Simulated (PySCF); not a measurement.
Species: C₁₁H₇F.
Atom-mapped SMILES: `[CH:1]#[C:2][c:3]1[cH:4][c:5]([F:6])[cH:7][c:8]2[c:9]1[CH2:10][CH:11]=[CH:12]2`

Structure used (GFN2-xTB), in Å, numbered top down from 1:
```xyz
19
C11H7F angstrom
C      3.3132   -1.3528    0.2268
C      2.3562   -0.6314    0.1589
C      1.2190    0.2073    0.0765
C      1.3633    1.5975    0.0712
C      0.2389    2.3981   -0.0106
F      0.4083    3.7401   -0.0124
C     -1.0477    1.8936   -0.0902
C     -1.1843    0.5135   -0.0846
C     -0.0619   -0.3234   -0.0011
C     -0.5148   -1.7483   -0.0135
C     -2.0026   -1.6103   -0.1101
C     -2.3661   -0.3234   -0.1517
H      4.1548   -1.9761    0.2868
H      2.3414    2.0480    0.1304
H     -1.8937    2.5591   -0.1523
H     -0.2113   -2.2816    0.8906
H     -0.1002   -2.2994   -0.8610
H     -2.6554   -2.4644   -0.1381
H     -3.3669    0.0631   -0.2229
```

Definitions: NICS(0) = −σiso at the ring centroid; NICS(1) = −σiso and NICS(1)zz = −σzz at ±1 Å along the ring normal z. Level: GIAO PBE0/pcSseg-1 (PySCF, non-relativistic, gas phase) on the GFN2-xTB geometry, one conformer.

Rings: 1. C3–C4–C5–C7–C8–C9; 2. C8–C9–C10–C11–C12.

| set | NICS(0) | NICS(1), two faces | NICS(1)zz, two faces |
| --- | --- | --- | --- |
| P | -0.9 | -4.6 / -4.6 | -6.7 / -6.7 |
| Q | -10.0 | -11.0 / -11.0 | -25.4 / -25.5 |

Question: Which set (ppm) belongs to which ring?

Answer: P = 2, Q = 1.
- 1 (6-membered carbocycle; formal bonds all aromatic): mean NICS(1)zz -25.4 ppm, shielded, aromatic by this magnetic criterion (flat ring, no four-coordinate atom), though in fused rings the probe also feels the neighbouring ring.
- 2 (5-membered carbocycle; formal bonds 1 aromatic, 1 double, 3 single): mean NICS(1)zz -6.7 ppm, shielded. C10 has four or more neighbours, so the value isn't read as a sign of a π ring current.

Question: How do the rings differ in shape?

Answer: 
| ring | bond lengths (Å) | rms pucker (Å) | HOMA | nearest outside atom to a NICS(1) probe (Å) |
| --- | --- | --- | --- | --- |
| 1 | 1.398, 1.383, 1.384, 1.387, 1.403, 1.389 | 0.00 | 0.98 | hydrogen 2.66 |
| 2 | 1.403, 1.495, 1.497, 1.338, 1.450 | 0.00 | – | hydrogen 1.92 |

HOMA = 1 − mean of α(R − Ropt)² over the ring bonds, with Krygowski's 1993 parameters (CC: Ropt 1.388 Å, α 257.7 Å⁻²). A dash marks a ring with a four-coordinate atom, a triple bond, no multiple bond or a kind of bond without parameters.
